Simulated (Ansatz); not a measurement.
Ansatz (a program for electronic structure) input (B3LYP-D3(BJ)/def2-TZVP):

Ansatz 0.2 input:
```yaml
crystal:
  periodic: [false, false, false]
  atoms:
    - {symbol: Te, position_ang: [0.23514529, 2.12860277, -1.57089778]}
    - {symbol: Ge, position_ang: [0.34026859, 0.16495164, 0.02506672]}
    - {symbol: Te, position_ang: [-0.94532096, 1.31176427, 1.96705847]}
    - {symbol: Te, position_ang: [-0.83333673, -1.99359295, -0.77499119]}
    - {symbol: Te, position_ang: [2.63494866, -0.41262971, 1.01965213]}
    - {symbol: H, position_ang: [-2.32129816, 1.15961182, 1.08079356]}
    - {symbol: H, position_ang: [-2.08588123, -1.07622005, -1.31293302]}
    - {symbol: H, position_ang: [3.02084110, -1.12683397, -0.41089567]}
basis:
  gaussian:
    orbitals: def2-TZVP
hamiltonian:
  xc: b3lyp
  dispersion: d3bj
magnetization: {spin_polarized: true, initial_magnetization: 1}
relax: {f_tol: 0.002, max_steps: 150}
```

Output:

```
Functional definition: B3LYP
integrals: 0.35 GiB planned
2213 factors; their error is unknown
0.30 GiB of the device are held for the grids
2.89 GiB of device memory are held for the factors and their scratch space
mean field: 2.27 GiB planned
mean field evaluation 1: about -85752.1484 eV, gradient 1.6e1 eV
mean field evaluation 2: about -85750.7845 eV, gradient 2.3e1 eV
mean field evaluation 4: about -85753.1592 eV, gradient 2.1e0 eV
mean field evaluation 8: about -85753.1898 eV, gradient 1.4e-1 eV
mean field evaluation 16: about -85753.7738 eV, gradient 4.4e-3 eV
mean field evaluation 32: about -85753.1143 eV, gradient 5.5e0 eV
mean field -85753.77376637 eV, -3151.3930599187 hartree, gradient 1.5e-5 eV, S^2 0.754387; 3 other end points of the search recorded, 0 dependent functions left out
the calculation of the forces begins
reference -85753.77405553 eV, -3151.3930705448 hartree; 66, 65 occupied and 200, 201 virtual orbitals, 2213 factors
relax step   1: F+E_penalty+E_count = -85754.72288474 eV  Δ(F+E_penalty+E_count) = +0.000e0 eV  max|allowed force component| = 3.072e-1 eV/Å  Δτ_max = 0.0000 Å  (95 SCF iters, accepted)
these checks for a lower state are left out or cut short: starts, cluster_reference, orbital_swaps, neighbouring_geometries, increment
integrals: 0.35 GiB planned
2213 factors; their error is unknown
0.30 GiB of the device are held for the grids
2.89 GiB of device memory are held for the factors and their scratch space
mean field: 2.25 GiB planned
mean field -85753.79935847 eV, -3151.3940004110 hartree, gradient 1.2e-5 eV, S^2 0.754532; 0 other end points of the search recorded, 0 dependent functions left out
the calculation of the forces begins
reference -85753.79965271 eV, -3151.3940112239 hartree; 66, 65 occupied and 200, 201 virtual orbitals, 2213 factors
relax step   2: F+E_penalty+E_count = -85754.72111600 eV  Δ(F+E_penalty+E_count) = +1.769e-3 eV  max|allowed force component| = 2.584e-1 eV/Å  Δτ_max = 0.1630 Å  (47 SCF iters, rejected (line search))
these checks for a lower state are left out or cut short: starts, cluster_reference, orbital_swaps, neighbouring_geometries, increment
integrals: 0.35 GiB planned
2213 factors; their error is unknown
0.30 GiB of the device are held for the grids
2.89 GiB of device memory are held for the factors and their scratch space
mean field: 2.27 GiB planned
mean field -85753.81757888 eV, -3151.3946699987 hartree, gradient 1.6e-5 eV, S^2 0.754490; 0 other end points of the search recorded, 0 dependent functions left out
the calculation of the forces begins
reference -85753.81787051 eV, -3151.3946807157 hartree; 66, 65 occupied and 200, 201 virtual orbitals, 2213 factors
relax step   3: F+E_penalty+E_count = -85754.75298915 eV  Δ(F+E_penalty+E_count) = -3.010e-2 eV  max|allowed force component| = 5.825e-2 eV/Å  Δτ_max = 0.0796 Å  (49 SCF iters, accepted)
these checks for a lower state are left out or cut short: starts, cluster_reference, orbital_swaps, neighbouring_geometries, increment
integrals: 0.35 GiB planned
2213 factors; their error is unknown
0.30 GiB of the device are held for the grids
2.89 GiB of device memory are held for the factors and their scratch space
mean field: 2.27 GiB planned
mean field evaluation 64: about -85753.8233 eV, gradient 5.2e-1 eV
mean field -85753.82380436 eV, -3151.3948987806 hartree, gradient 1.7e-5 eV, S^2 0.754511; 0 other end points of the search recorded, 0 dependent functions left out
the calculation of the forces begins
reference -85753.82409663 eV, -3151.3949095215 hartree; 66, 65 occupied and 200, 201 virtual orbitals, 2213 factors
relax step   4: F+E_penalty+E_count = -85754.75800064 eV  Δ(F+E_penalty+E_count) = -5.011e-3 eV  max|allowed force component| = 5.803e-2 eV/Å  Δτ_max = 0.0471 Å  (48 SCF iters, accepted)
these checks for a lower state are left out or cut short: starts, cluster_reference, orbital_swaps, neighbouring_geometries, increment
integrals: 0.35 GiB planned
[...]
relax step  51: F+E_penalty+E_count = -85754.78994372 eV  Δ(F+E_penalty+E_count) = -7.068e-4 eV  max|allowed force component| = 1.319e-2 eV/Å  Δτ_max = 0.0436 Å  (44 SCF iters, accepted)
these checks for a lower state are left out or cut short: starts, cluster_reference, orbital_swaps, neighbouring_geometries, increment
integrals: 0.35 GiB planned
2213 factors; their error is unknown
0.31 GiB of the device are held for the grids
2.89 GiB of device memory are held for the factors and their scratch space
mean field: 2.27 GiB planned
mean field -85753.85453656 eV, -3151.3960281683 hartree, gradient 1.6e-5 eV, S^2 0.754632; 0 other end points of the search recorded, 0 dependent functions left out
the calculation of the forces begins
reference -85753.85482744 eV, -3151.3960388580 hartree; 66, 65 occupied and 200, 201 virtual orbitals, 2213 factors
relax step  52: F+E_penalty+E_count = -85754.79031127 eV  Δ(F+E_penalty+E_count) = -3.676e-4 eV  max|allowed force component| = 3.682e-2 eV/Å  Δτ_max = 0.0604 Å  (45 SCF iters, accepted)
these checks for a lower state are left out or cut short: starts, cluster_reference, orbital_swaps, neighbouring_geometries, increment
integrals: 0.35 GiB planned
2213 factors; their error is unknown
0.31 GiB of the device are held for the grids
2.89 GiB of device memory are held for the factors and their scratch space
mean field: 2.27 GiB planned
mean field -85753.85459902 eV, -3151.3960304636 hartree, gradient 1.5e-5 eV, S^2 0.754629; 0 other end points of the search recorded, 0 dependent functions left out
the calculation of the forces begins
reference -85753.85489007 eV, -3151.3960411594 hartree; 66, 65 occupied and 200, 201 virtual orbitals, 2213 factors
relax step  53: F+E_penalty+E_count = -85754.79046407 eV  Δ(F+E_penalty+E_count) = -1.528e-4 eV  max|allowed force component| = 3.434e-2 eV/Å  Δτ_max = 0.0237 Å  (47 SCF iters, accepted)
these checks for a lower state are left out or cut short: starts, cluster_reference, orbital_swaps, neighbouring_geometries, increment
integrals: 0.35 GiB planned
2213 factors; their error is unknown
0.31 GiB of the device are held for the grids
2.89 GiB of device memory are held for the factors and their scratch space
mean field: 2.26 GiB planned
mean field evaluation 576: about -85753.2720 eV, gradient 9.8e-3 eV
mean field -85753.85515404 eV, -3151.3960508601 hartree, gradient 1.9e-5 eV, S^2 0.754629; 0 other end points of the search recorded, 0 dependent functions left out
the calculation of the forces begins
reference -85753.85544566 eV, -3151.3960615772 hartree; 66, 65 occupied and 200, 201 virtual orbitals, 2213 factors
relax step  54: F+E_penalty+E_count = -85754.79064555 eV  Δ(F+E_penalty+E_count) = -1.815e-4 eV  max|allowed force component| = 1.358e-2 eV/Å  Δτ_max = 0.0356 Å  (45 SCF iters, accepted)
these checks for a lower state are left out or cut short: starts, cluster_reference, orbital_swaps, neighbouring_geometries, increment
integrals: 0.35 GiB planned
2213 factors; their error is unknown
0.31 GiB of the device are held for the grids
2.89 GiB of device memory are held for the factors and their scratch space
mean field: 2.26 GiB planned
mean field -85753.85490597 eV, -3151.3960417438 hartree, gradient 1.3e-5 eV, S^2 0.754630; 0 other end points of the search recorded, 0 dependent functions left out
the calculation of the forces begins
reference -85753.85519753 eV, -3151.3960524584 hartree; 66, 65 occupied and 200, 201 virtual orbitals, 2213 factors
relax step  55: F+E_penalty+E_count = -85754.79067752 eV  Δ(F+E_penalty+E_count) = -3.197e-5 eV  max|allowed force component| = 8.033e-3 eV/Å  Δτ_max = 0.0098 Å  (48 SCF iters, accepted)
these checks for a lower state are left out or cut short: starts, cluster_reference, orbital_swaps, neighbouring_geometries, increment
integrals: 0.35 GiB planned
2213 factors; their error is unknown
0.31 GiB of the device are held for the grids
2.89 GiB of device memory are held for the factors and their scratch space
mean field: 2.27 GiB planned
mean field -85753.85481566 eV, -3151.3960384249 hartree, gradient 1.9e-5 eV, S^2 0.754628; 0 other end points of the search recorded, 0 dependent functions left out
the calculation of the forces begins
reference -85753.85510716 eV, -3151.3960491376 hartree; 66, 65 occupied and 200, 201 virtual orbitals, 2213 factors
relax step  56: F+E_penalty+E_count = -85754.79070780 eV  Δ(F+E_penalty+E_count) = -3.028e-5 eV  max|allowed force component| = 3.509e-3 eV/Å  Δτ_max = 0.0059 Å  (49 SCF iters, accepted)
these checks for a lower state are left out or cut short: starts, cluster_reference, orbital_swaps, neighbouring_geometries, increment
integrals: 0.35 GiB planned
2213 factors; their error is unknown
0.31 GiB of the device are held for the grids
2.89 GiB of device memory are held for the factors and their scratch space
mean field: 2.27 GiB planned
mean field evaluation 608: about -85753.2717 eV, gradient 8.1e-4 eV
mean field -85753.85486849 eV, -3151.3960403665 hartree, gradient 1.8e-5 eV, S^2 0.754627; 0 other end points of the search recorded, 0 dependent functions left out
the calculation of the forces begins
reference -85753.85516005 eV, -3151.3960510812 hartree; 66, 65 occupied and 200, 201 virtual orbitals, 2213 factors
relax step  57: F+E_penalty+E_count = -85754.79071928 eV  Δ(F+E_penalty+E_count) = -1.147e-5 eV  max|allowed force component| = 2.184e-3 eV/Å  Δτ_max = 0.0042 Å  (47 SCF iters, accepted)
these checks for a lower state are left out or cut short: starts, cluster_reference, orbital_swaps, neighbouring_geometries, increment
integrals: 0.35 GiB planned
2213 factors; their error is unknown
0.31 GiB of the device are held for the grids
2.89 GiB of device memory are held for the factors and their scratch space
mean field: 2.26 GiB planned
mean field -85753.85482601 eV, -3151.3960388053 hartree, gradient 1.7e-5 eV, S^2 0.754628; 0 other end points of the search recorded, 0 dependent functions left out
the calculation of the forces begins
reference -85753.85511758 eV, -3151.3960495204 hartree; 66, 65 occupied and 200, 201 virtual orbitals, 2213 factors
relax step  58: F+E_penalty+E_count = -85754.79072774 eV  Δ(F+E_penalty+E_count) = -8.465e-6 eV  max|allowed force component| = 2.267e-3 eV/Å  Δτ_max = 0.0052 Å  (46 SCF iters, accepted)
these checks for a lower state are left out or cut short: starts, cluster_reference, orbital_swaps, neighbouring_geometries, increment
integrals: 0.35 GiB planned
2213 factors; their error is unknown
0.31 GiB of the device are held for the grids
2.89 GiB of device memory are held for the factors and their scratch space
mean field: 2.26 GiB planned
mean field -85753.85479297 eV, -3151.3960375913 hartree, gradient 1.8e-5 eV, S^2 0.754628; 0 other end points of the search recorded, 0 dependent functions left out
the calculation of the forces begins
reference -85753.85508453 eV, -3151.3960483060 hartree; 66, 65 occupied and 200, 201 virtual orbitals, 2213 factors
relax step  59: F+E_penalty+E_count = -85754.79073258 eV  Δ(F+E_penalty+E_count) = -4.839e-6 eV  max|allowed force component| = 2.756e-3 eV/Å  Δτ_max = 0.0047 Å  (47 SCF iters, accepted)
these checks for a lower state are left out or cut short: starts, cluster_reference, orbital_swaps, neighbouring_geometries, increment
integrals: 0.35 GiB planned
2213 factors; their error is unknown
0.31 GiB of the device are held for the grids
2.89 GiB of device memory are held for the factors and their scratch space
mean field: 2.26 GiB planned
mean field evaluation 640: about -85753.2710 eV, gradient 5.2e-1 eV
mean field -85753.85478880 eV, -3151.3960374380 hartree, gradient 1.8e-5 eV, S^2 0.754628; 0 other end points of the search recorded, 0 dependent functions left out
the calculation of the forces begins
reference -85753.85508035 eV, -3151.3960481523 hartree; 66, 65 occupied and 200, 201 virtual orbitals, 2213 factors
relax step  60: F+E_penalty+E_count = -85754.79073508 eV  Δ(F+E_penalty+E_count) = -2.499e-6 eV  max|allowed force component| = 1.528e-3 eV/Å  Δτ_max = 0.0021 Å  (47 SCF iters, accepted)
integrals: 0.35 GiB planned
2213 factors; their error is unknown
0.31 GiB of the device are held for the grids
2.89 GiB of device memory are held for the factors and their scratch space
mean field: 2.26 GiB planned
mean field evaluation 672: about -85753.8548 eV, gradient 2.1e-3 eV
mean field -85753.85478880 eV, -3151.3960374380 hartree, gradient 1.4e-5 eV, S^2 0.754628; 4 other end points of the search recorded, 0 dependent functions left out
the calculation of the forces begins
reference -85753.85508035 eV, -3151.3960481523 hartree; 66, 65 occupied and 200, 201 virtual orbitals, 2213 factors
Total energy: -85754.79102663 eV, -3151.4304435437 hartree
Atom 0 at     0.490028     1.928962    -1.635823 Å, force     0.000699     0.000358     0.000566 eV/Å
Atom 1 at     0.303094    -0.094578    -0.143801 Å, force    -0.001461    -0.000694    -0.000973 eV/Å
Atom 2 at    -0.774685     1.299927     1.811353 Å, force     0.001516     0.000075     0.000101 eV/Å
Atom 3 at    -1.130362    -2.122143    -0.864081 Å, force    -0.000086     0.000662     0.000126 eV/Å
Atom 4 at     2.502328    -1.138545     0.749917 Å, force     0.000984     0.001366    -0.000320 eV/Å
Atom 5 at    -2.243895     1.354230     1.033507 Å, force    -0.001528     0.000073    -0.000292 eV/Å
Atom 6 at    -2.486126    -1.168696    -1.004674 Å, force     0.000589    -0.000597     0.000323 eV/Å
Atom 7 at     3.384984     0.096497     0.076454 Å, force    -0.000714    -0.001243     0.000468 eV/Å
Dipole moment:    -0.092820    -0.073751     0.143337 e Å
```

It need not be the lowest isomer of its formula.
